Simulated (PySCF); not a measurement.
Numbering as in the mapped SMILES `[CH3:1][CH2:2][P+:3]1([CH3:4])[CH2:5][CH2:6][C:7](=[O:8])[CH2:9][CH2:10]1` (H(Xn): hydrogen on atom n).

Geometry: PBE0-D3(BJ)/def2-SVP; GIAO shifts from PySCF, gas phase, non-relativistic, averaged over equivalent atoms.

At wB97X-D/pcSseg-1 (257 basis functions, 85 s wall time on 1 thread of an Arm Neoverse V2, shared host):
```
         atoms  δ (ppm)
            C7    203.6
         C6/C9     34.2
            C2     19.0
        C5/C10     16.3
            C4      8.6
            C1      5.8
            P3     -1.2
            O8    734.4
 Hb(C6)/Hb(C9)     2.80
 Ha(C6)/Ha(C9)     2.66
Ha(C5)/Ha(C10)     2.47
Hb(C5)/Hb(C10)     1.92
         H(C2)     1.87
         H(C4)     1.70
         H(C1)     1.46
```

Shifts are taken against calculated references (same method and geometry level): ¹³C (184.54 ppm) and ¹H (31.38 ppm) against TMS; ³¹P (307.18 ppm) against H3PO4; ¹⁷O (333.19 ppm) vs H2O.

Task: Estimate the result of repeating the calculation with PBE0/pcSseg-1.

Result: 
```
         atoms  δ at PBE0/pcSseg-1  change
            C7               202.4    -1.2
         C6/C9                33.9    -0.3
            C2                19.7    +0.7
        C5/C10                16.7    +0.4
            C4                 8.4    -0.2
            C1                 5.5    -0.3
            P3                -1.6    -0.4
            O8               738.4    +4.0
 Hb(C6)/Hb(C9)                2.85   +0.05
 Ha(C6)/Ha(C9)                2.68   +0.02
Ha(C5)/Ha(C10)                2.56   +0.09
Hb(C5)/Hb(C10)                1.98   +0.06
         H(C2)                1.93   +0.06
         H(C4)                1.71   +0.01
         H(C1)                1.46   +0.00
```

References, each an isolated molecule treated in the same way: ¹³C (σref 184.41), ¹H (σref 31.27) vs TMS; H3PO4 for ³¹P (σref 310.13); H2O for ¹⁷O (σref 334.56).

The largest change is at O8 (ketone oxygen). Cost: 257 basis functions, 80 s wall time on 1 thread of an Arm Neoverse V2, shared host. The order of the carbon signals is the same at both levels.

Unscaled 17O shifts of doubly bonded oxygen tend to come out too high, by tens of ppm or more. Experimental scales use liquid or dissolved standards, which lie at an offset from isolated H2O (liquid H2O: subtract about 36 ppm) and H3PO4.
